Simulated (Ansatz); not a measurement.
Reaction (hydrogenolysis of a C–C bond): `CC#[C][SnH3]` + H₂ → `C#[C][SnH3]` + CH₄

Computed with Ansatz on PBE0-D4/def2-TZVP structures; ΔE is electronic, products minus reactants. CCSD(T)/CBS is the MP2 limit (def2-TZVPP, def2-QZVPP) plus CCSD(T) − MP2 in def2-TZVPP, frozen cores. This one scheme is used for every species. Functionals use def2-TZVPP. B3LYP here is the variant with VWN-RPA as its local correlation; programs differ in this. Elements past krypton have def2 core potentials. For Sn outer-core shells are correlated without core-valence functions, which leaves a few kJ/mol of doubt a bond.

| level | ΔE (kJ/mol) | difference from CCSD(T)/CBS |
| --- | --- | --- |
| PBE-D4 | -34.3 | 10.2 |
| r2SCAN-D4 | -38.0 | 6.5 |
| PBE0-D4 | -37.1 | 7.4 |
| B3LYP-D4 | -41.3 | 3.2 |
| ωB97X-V | -42.0 | 2.5 |
| ωB97M-V | -43.5 | 1.0 |
| B2PLYP | -45.4 | -0.9 |
| PBE | -37.8 | 6.7 |
| r2SCAN | -39.0 | 5.5 |
| PBE0 | -40.2 | 4.3 |
| B3LYP | -46.8 | -2.3 |
| HF/def2-TZVPP | -56.8 | -12.3 |
| MP2/def2-TZVPP | -39.4 | 5.1 |
| SCS-MP2/def2-TZVPP | -43.6 | 0.9 |
| CCSD/def2-TZVPP | -48.0 | -3.5 |
| CCSD(T)/def2-TZVPP | -44.9 | -0.4 |
| HF/def2-QZVPP | -56.7 | -12.2 |
| MP2/def2-QZVPP | -39.2 | 5.3 |
| SCS-MP2/def2-QZVPP | -43.4 | 1.1 |
| HF/CBS(def2) | -56.7 | -12.2 |
| MP2/CBS(def2) | -39.0 | 5.5 |
| CCSD/CBS(def2) | -47.6 | -3.1 |
| CCSD(T)/CBS | -44.5 | 0 |

Largest T1 diagnostic among the species: 0.014.

The D4 term adds +5.5 kJ/mol with B3LYP and +3.1 kJ/mol with PBE0; it sums over pairs of atoms, weighted by their polarisabilities, and B3LYP, whose exchange is more repulsive, gets the larger term. In def2-TZVPP, CCSD(T) changes the Hartree–Fock value by +11.9 kJ/mol (the triples alone add +3.1 kJ/mol) and MP2 by +17.4 kJ/mol.
